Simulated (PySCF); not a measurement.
Computed shifts of a molecule C3H7BO2, PBE0/pcSseg-1 (PySCF), GIAO, gas phase, equivalent atoms averaged, in ppm (number of nuclei): ¹³C: 85.4 (1), 72.7 (1), 19.7 (1). ¹H: 5.90 (1), 4.66 (1), 4.45 (2), 1.51 (3). References: ¹³C against TMS (σ = 186.3 ppm); ¹⁷O against H2O (σ = 334.2 ppm); ¹¹B against BF3 (σ = 88.8 ppm); ¹H against TMS (σ = 31.56 ppm), references at their B3LYP-D3(BJ)/def2-TZVP geometries, non-relativistic. Geometry: B3LYP-D3(BJ)/def2-SVP. Other conformers were not sampled.

Problem. Which molecule gave these data?
A. OB1CC[C@@H]1O
B. C=C(C)B(O)O
C. C[C@H]1OCB1O
D. C/C=C/B(O)O

Solution. C, C[C@H]1OCB1O
